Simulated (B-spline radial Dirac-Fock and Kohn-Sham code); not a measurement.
**The free terbium atom: differential elastic cross section for positrons at 101 eV**

Model: relativistic (Dirac) partial waves in the static field of the Dirac-Fock atom, without polarisation or absorption potentials. Program: a B-spline atomic structure program. Below a few hundred eV the neglected polarisation potential matters, most of all at small angles.

```tsv
θ (°)	dσ/dΩ (a₀²/sr)
0	157
10	68.8
20	14.4
30	4.69
40	2.15
50	1.20
60	0.787
70	0.565
80	0.429
90	0.340
100	0.280
110	0.237
120	0.207
130	0.185
140	0.169
150	0.158
160	0.151
170	0.146
180	0.145
```

Task: What integrated cross sections go with this distribution?

Result: The total elastic cross section is 29.8 a₀², the first transport cross section 4.86 a₀² and the second, weighted with (3/2) sin²θ, 8.40 a₀². The mean deflection is ⟨1 − cos θ⟩ = 0.163, and 4.6 % of the collisions scatter beyond 90°.

Values without a named source are computed, but for edge energies of neutral atoms, which are taken from tables.
